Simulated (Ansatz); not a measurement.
A nudged elastic band was laid between two geometries of ClGaH2O + H4Si (10 atoms, charge 0, multiplicity 1).

These are results of Ansatz, RKS PBE0-D4/def2-SVP, not measurements.

```
movable images  : 7
climbing image  : yes
spring          : 5.0 eV/Å²
optimiser       : quadratic models (default)
start path      : straight line
force threshold : 0.05 eV/Å
iteration limit : 60
end points      : relaxed
```

First end point:

```xyz
10
Properties=species:S:1:pos:R:3
Ga 0.135 -0.352 0.324
O -0.460 -1.046 1.848
H -1.405 -0.931 1.991
H 1.574 -0.591 -0.188
Cl -1.409 0.530 -0.924
Si 0.112 2.970 1.076
H 0.887 3.840 2.007
H 0.180 3.489 -0.316
H -1.290 2.814 1.548
H 0.782 1.615 1.109
```

Last end point:

```xyz
10
Properties=species:S:1:pos:R:3
Ga 0.134 0.473 0.097
O 0.461 -0.090 2.149
H -0.344 -0.631 2.253
H 1.280 -0.309 -0.624
Cl -1.749 -0.709 0.233
Si -0.216 2.844 0.333
H 0.632 3.364 1.460
H 0.161 3.613 -0.894
H -1.639 3.158 0.673
H 0.388 0.626 2.795
```

Question: Which bonds break or form, and what moves?

Answer: Bonds broken: Si6–H10. Bonds formed: Ga1–Si6, O2–H10. ClGaH2O + H4Si becomes ClGaH6OSi.

Question: Give the energies along the band, and the barrier.

Answer: It converged. The highest image is number 4 of 0 to 8, 28.1 kcal/mol above the first end and 35.6 kcal/mol above the last; the last end lies 7.5 kcal/mol below the first. Another band between the same ends (7 images) ends at a top of the same energy, where a vibrational analysis finds 1 clearly imaginary mode. The orbitals stay closed-shell, which can raise the energy where a bond breaks towards radicals; this wasn't checked here.

| image | path coordinate (Å) | energy (kcal/mol) | Si6–H10 (Å) | Ga1–Si6 (Å) | O2–H10 (Å) |
| --- | --- | --- | --- | --- | --- |
| 0 | 0.00 | 0.0 | 1.51 | 3.41 | 3.03 |
| 1 | 0.77 | 0.1 | 1.51 | 3.41 | 2.96 |
| 2 | 1.55 | 0.5 | 1.51 | 3.32 | 2.70 |
| 3 | 2.32 | 4.6 | 1.51 | 3.11 | 2.19 |
| 4 | 3.09 | 28.1 | 1.82 | 2.68 | 1.34 |
| 5 | 3.78 | 4.8 | 2.40 | 2.45 | 0.99 |
| 6 | 4.46 | -5.7 | 2.94 | 2.41 | 0.97 |
| 7 | 5.15 | -7.5 | 3.51 | 2.41 | 0.97 |
| 8 | 5.84 | -7.5 | 3.37 | 2.41 | 0.97 |

Question: What is the geometry of the highest image?

Answer: 
```xyz
10
Properties=species:S:1:pos:R:3
Ga 0.206 0.168 0.136
O 0.159 -0.259 2.010
H -0.657 -0.683 2.312
H 1.555 0.008 -0.608
Cl -1.727 -0.256 -0.728
Si -0.081 2.697 0.990
H 0.959 3.461 1.744
H 0.159 2.952 -0.473
H -1.449 3.199 1.317
H -0.015 1.051 1.774
```

Run time: 100 s on 4 threads of Intel(R) Xeon(R) 6975P-C (Granite Rapids), with other jobs on the host, peak memory 0.31 GiB.
